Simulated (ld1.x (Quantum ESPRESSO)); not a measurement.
Cu (Z = 29): one change to a TM potential, before and after

ld1.x (Quantum ESPRESSO) 7.5 input, shortened:

```
&input
   title='Cu', zed=29., rel=1, dft='PBE', iswitch=3,
   config='[Ar] 3d10 4s1 4p0'
 /
 &inputp
   pseudotype=2, tm=.true., lloc=2,
   nlcc=.false.
 /
3
4S  1  0   1.00   0.00  1.65  1.65  0.0
4P  2  1   0.00   0.00  4.05  4.05  0.0
3D  3  2  10.00   0.00  1.00  1.00  0.0
 &test
   configts(1)='3d10 4s1 4p0'
 /
```

Change: all radii scaled by about 0.79 (s 1.30, p 3.18, d 0.78 bohr).

Cutoffs: the cutoffs (Ry, on a coarse ladder) from which the occupation-weighted sum of valence levels, in a spherical-Bessel basis at the reference potential, stays within 10 and 1 mRy of its value at 400 Ry; they do not see the model core or the augmentation charge, which bear on the density cutoff. Errors are all-electron minus pseudo energies relative to the spin-unpolarised reference configuration.

Problem. Predict the effect on cutoff, ghosts and configuration errors.

Solution. Both files keep a bound ghost (p, s); the number of tests that count goes from 7 to 6; of the 6 tests that both files solve, the error grows in 4 and shrinks in 2 by more than 15 % and 0.3 meV (median size 32.8 → 15.6 meV).

| quantity | base | changed |
| --- | --- | --- |
| cutoff, loose | 230 Ry | 300 Ry |
| cutoff, tight | over 300 Ry | over 300 Ry |
| loose cutoff by channel (10 mRy a level) | s 15 Ry, d 180 Ry | s 45 Ry, d 260 Ry |
| bound ghosts | s, p | p, s |
| tests counted (converged, no solver errors) | 7 of 7 | 6 of 7 |
| error for 3d10 4s0 4p0, meV [ΔE 8.15 eV] | +3.6 | +13 |
| error for 3d9 4s0 4p0, meV [ΔE 29.48 eV] | +61 | +47 |
| error for 3d8 4s0 4p0, meV [ΔE 68.50 eV] | -95 | -130 |
| error for 3d10 4s0 4p1, meV [ΔE 4.14 eV] | +4.8 | +8.4 |
| error for 3d9 4s2 4p0, meV [ΔE 1.97 eV] | -71 | +18 |
| error for 3d10 4s0.5 4p0, meV [ΔE 3.16 eV] | +0.4 | +2.0 |

Base: These tests converged, but a pseudo level misses the all-electron one widely, so the file describes the atom poorly there or has found another state: 3d9 4s0 4p0: empty 4p by 4.4 eV (a node warning on the way); 3d8 4s0 4p0: empty 4s by 7.9 eV (a node warning on the way). Changed file: Tests not counted: 3d9 4s1 4p1 (solver errors, printed error -2.6 eV). A true bound ghost makes a file unfit for plane-wave use even where its test errors are small: the radial tests pick states by their node count and pass the ghost by. Where a test does run into it, the solver fails or the error is huge.
